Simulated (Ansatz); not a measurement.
Gas-phase electronic energies from Ansatz, PBE0-D4/def2-TZVP geometries. CBS: MP2 limit from def2 TZ/QZ plus the TZ coupled-cluster correction, frozen cores. This one scheme is used for every species. Each species was taken in one conformer, which may not be the lowest.

Consider the ligand exchange at the Si–F bond: `F[Si](F)(F)F` + `N[SiH](O)O` → `O[SiH](O)N[Si](F)(F)F` + H–F.

```csv
species,CCSD/def2-TZVPP energy (Eh)
`F[Si](F)(F)F`,-688.28327
`N[SiH](O)O`,-497.11666
`O[SiH](O)N[Si](F)(F)F`,-1085.03845
H–F,-100.33828
```

(1) Work out ΔE.

Largest T1 diagnostic among the species: 0.012.

Answers

(1) ΔE = (-1085.03845) + (-100.33828) − (-688.28327) − (-497.11666) = 0.02320 Eh = +60.9 kJ/mol. CCSD(T)/CBS gives +57.5 kJ/mol.

At CCSD(T), def2-SVP lies −14.0 kJ/mol from the extrapolated value and def2-TZVPP +1.1 kJ/mol. In def2-TZVPP, CCSD(T) changes the Hartree–Fock value by −15.4 kJ/mol (the triples alone add −2.3 kJ/mol) and MP2 by −16.1 kJ/mol. The D4 term adds −14.5 kJ/mol with B3LYP and −8.2 kJ/mol with PBE0; it sums over pairs of atoms, weighted by their polarisabilities, and B3LYP, whose exchange is more repulsive, gets the larger term.

B3LYP here is the variant with VWN-RPA as its local correlation; programs differ in this.
